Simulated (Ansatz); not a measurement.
Program: Ansatz. Geometries: PBE0-D4/def2-TZVP. ΔE: electronic, gas phase. CBS: MP2 limit from def2 TZ/QZ plus the TZ coupled-cluster correction, frozen cores. This one scheme is used for every species. Functionals use def2-TZVPP. Each species was taken in one conformer, which may not be the lowest.

Consider the formal exchange of groups at the Si–Si bond: `B[SiH2][SiH3]` + disilane → `B[SiH2][SiH2][SiH3]` + SiH₄.

(1) Is it downhill or uphill in electronic energy at CCSD(T)/CBS, and by how much? (Best estimate.)

(2) What do these levels give: LDA (SPW92), PBE, revPBE, BHLYP, CAM-B3LYP, MP2/CBS(def2)? (An estimate is asked.)

Largest T1 diagnostic among the species: 0.014.

Results:

(1) Ansatz gave: Downhill: ΔE = -7.5 kJ/mol.

(2) Computed: LDA (SPW92) -5.2, PBE -3.6, revPBE -2.4, BHLYP -2.6, CAM-B3LYP -2.5, MP2/CBS(def2) -9.6 kJ/mol.

The D4 term adds −5.2 kJ/mol with B3LYP and −3.2 kJ/mol with PBE0; it sums over pairs of atoms, weighted by their polarisabilities, and B3LYP, whose exchange is more repulsive, gets the larger term. In def2-TZVPP, CCSD(T) changes the Hartree–Fock value by −5.8 kJ/mol (the triples alone add −1.4 kJ/mol) and MP2 by −7.9 kJ/mol. Leaving LDA and LC-ωPBE aside and taking each functional with its dispersion term where it has one, the values, not all of them listed here, spread over 2.9 kJ/mol, from revPBE-D4 to B2PLYP.

B3LYP here is the variant with VWN-RPA as its local correlation; programs differ in this.
